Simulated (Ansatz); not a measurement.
Consider the atomization: `CC1=[N+](C)[Zn-]([CH3])[N]1C` → 5 C• + 12 H• + 2 N• + Zn (atom).

Calculated with Ansatz (gas phase, PBE0-D4/def2-TZVP geometries, no zero-point term in ΔE). CBS: MP2 limit from def2 TZ/QZ plus the TZ coupled-cluster correction, frozen cores. This one scheme is used for every species, atoms too. For atomizations the MP2-based limit and the directly extrapolated one differ by several kJ/mol either way, and by 10 to 25 for some Ge, Se and Sn compounds, so smaller differences from it don't rank the levels. DFT in def2-TZVPP. No spin–orbit coupling; open shells (•) take unrestricted orbitals. Spin–orbit coupling would lower the free atoms: a little for C. Bonds to Zn are less sure, by a few kJ/mol each and by 10 to 20 or more in all where they break to atoms, as the def2 sets lack core-valence functions. Scalar relativity is left out up to krypton.

`CC1=[N+](C)[Zn-]([CH3])[N]1C`:

Cartesian coordinates in Å:
```
C -0.725 -2.143 -0.347
C -0.257 -0.744 -0.107
N 0.507 -0.094 -0.971
C 0.945 -0.684 -2.202
Zn 0.533 1.542 0.237
C 1.153 3.370 0.523
N -0.549 -0.028 0.965
C -1.365 -0.514 2.040
H 0.133 -2.806 -0.482
H -1.310 -2.188 -1.269
H -1.333 -2.519 0.473
H 1.553 0.038 -2.748
H 1.564 -1.580 -2.052
H 0.113 -0.969 -2.861
H 1.411 3.539 1.571
H 2.033 3.592 -0.084
H 0.372 4.087 0.255
H -1.454 0.267 2.796
H -2.385 -0.772 1.725
H -0.939 -1.395 2.540
```

```
             level  ΔE (kJ/mol)
           ωB97M-V       7603.0
              BLYP       7473.4
         CAM-B3LYP       7588.5
SCS-MP2/def2-QZVPP       7590.6
```

**Question.** What does CCSD(T)/CBS give? (An estimate is asked.)

**Answer.** Computed: +7564.9 kJ/mol. The listed levels differ from it by 38.1, -91.5, 23.6, 25.7 kJ/mol.

Largest T1 diagnostic among the species: 0.017.

From r2SCAN to r2SCAN0 (25 % exact exchange), in def2-TZVPP and without D4, ΔE moves by −105.7 kJ/mol: exact exchange takes away binding that semilocal exchange gives to molecules. In def2-TZVPP, CCSD(T) changes the Hartree–Fock value by +1936.3 kJ/mol (the triples alone add +119.3 kJ/mol) and MP2 by +2048.7 kJ/mol; breaking electron pairs costs correlation energy, which Hartree–Fock lacks.
